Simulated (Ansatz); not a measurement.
`C[CH](F)[GeH3]` → `[CH3][GeH3]` + `[CH]F` at 500 K and 1 bar (formal loss of a carbene).

Computed with Ansatz on PBE0-D4/def2-TZVP structures; ΔE is electronic, products minus reactants. CCSD(T)/CBS is the MP2 limit (def2-TZVPP, def2-QZVPP) plus CCSD(T) − MP2 in def2-TZVPP, frozen cores. This one scheme is used for every species. For Ge outer-core shells are correlated without core-valence functions, which leaves a few kJ/mol of doubt a bond. Scalar relativity is left out up to krypton.

```
         species  CCSD(T)/CBS energy (Eh)  H − E (kJ/mol)  S (J/(mol·K))
`C[CH](F)[GeH3]`              -2256.20184           255.3          392.9
   `[CH3][GeH3]`              -2117.76728           187.1          312.2
         `[CH]F`               -138.29972            50.0          241.9
```

H − E and S are ideal-gas, rigid-rotor, harmonic terms from PBE0-D4/def2-TZVP, for one conformer and one mirror image of each species. 1 Eh = 2625.50 kJ/mol, R = 8.31446 J/(mol·K).

**Question.** By hand: ΔE, ΔH, ΔS and ΔG.

**Answer.** ΔE = (-2117.76728) + (-138.29972) − (-2256.20184) = 0.13484 Eh = 354.0 kJ/mol. Δ(H − E) = 187.1 + 50.0 − 255.3 = -18.2, so ΔH = 335.8 kJ/mol. ΔS = 312.2 + 241.9 − 392.9 = 161.2 J/(mol·K). ΔG = 335.8 − 500 × (161.2)/1000 = 255.2 kJ/mol.

**Question.** By hand: the equilibrium constant, and the temperature at which ΔG would vanish if ΔH and ΔS stayed fixed.

**Answer.** log₁₀ K = −ΔG/(RT ln 10) = -26.7. ΔG = 0 at ΔH/ΔS = 2083 K.

The number of gas molecules changes by +1, which sets the sign of ΔS. A doubt of 5 kJ/mol in ΔE shifts log₁₀ K by 0.5 here. Other conformers and mirror images would add mixing entropy, several J/(mol·K) or more a flexible species. These are equilibria of isolated gas molecules and say nothing of rates. Largest T1 diagnostic: 0.018 (customary marks: 0.02 for closed shells, 0.045 for open ones).
